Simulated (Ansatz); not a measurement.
Species: CH5OSi, net charge 0, doublet state. It need not be the lowest isomer of its formula. 
Structure (B3LYP-D3(BJ)/def2-TZVP (Ansatz, a quantum-chemistry and plane-wave program) minimum search):
SMILES: C[SiH2][O]
```xyz
8

C     -1.4793    -0.1418    -0.1958
Si     0.3716    -0.4059     0.0448
O      0.9520     1.1444     0.1365
H     -1.9472    -1.1269    -0.2671
H     -1.6752     0.4127    -1.1125
H     -1.9068     0.3952     0.6498
H      0.9510    -1.1397    -1.1069
H      0.6357    -1.1636     1.2925
```
Charge 0, spin multiplicity 2.

Computed values are from Ansatz. Valence correlation only, unless marked. UHF or UKS for open shells. Spin-orbit coupling is left out. Non-relativistic. CBS(X,Y): correlation extrapolated as X^-3; Hartree-Fock from the larger set.

Task: What is the dipole moment at CCSD(T)/aug-cc-pV(D+d)Z?

Result: 1.91 D.

Task: What is the atomisation energy De at CCSD(T)/CBS(cc-pV(T+d)Z,cc-pV(Q+d)Z)?

Result: 2691.6 kJ/mol.

Task: What is the T1 diagnostic at CCSD/def2-QZVPP?

Result: 0.019.

Task: What is the total energy at CCSD(T)/CBS(cc-pV(T+d)Z,cc-pV(Q+d)Z)?

Result: -405.2578 Eh.
